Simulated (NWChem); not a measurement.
# Ionisation of HF3OSi

```xyz
6

O     -1.5113     0.6084     0.0000
Si    -0.0026     0.0104     0.0000
F      0.2939    -0.8993    -1.2837
F      1.0118     1.2400     0.0000
F      0.2939    -0.8993     1.2837
H     -2.2701     0.0139     0.0000
```
Charge 0, spin multiplicity 1.

Everything below was run with NWChem. The geometry was optimised at B3LYP/def2-SVP, a minimum by its harmonic frequencies.

Basis set: def2-TZVP. The species with one electron less has spin multiplicity 2 and keeps the geometry of the parent. Δ marks differences of total energies (open shells unrestricted). −ε marks an orbital energy of the parent. That orbital need not have the symmetry of the hole or added electron in the Δ rows.

B3LYP has NWChem's definition, with VWN1-RPA local correlation. The structure started from a generated list of species. No SCF solution was tested for a lower state.

Problem. For the first vertical ionisation energy, ΔCAM-B3LYP gives 13.81 eV and −ε(HOMO) of HF gives 15.50 eV. What do ΔB3LYP, G0W0@LDA (SVWN5), G0W0@PBE give?

Solution. ΔB3LYP: 13.54 eV; G0W0@LDA (SVWN5): 13.00 eV; G0W0@PBE: 12.88 eV.
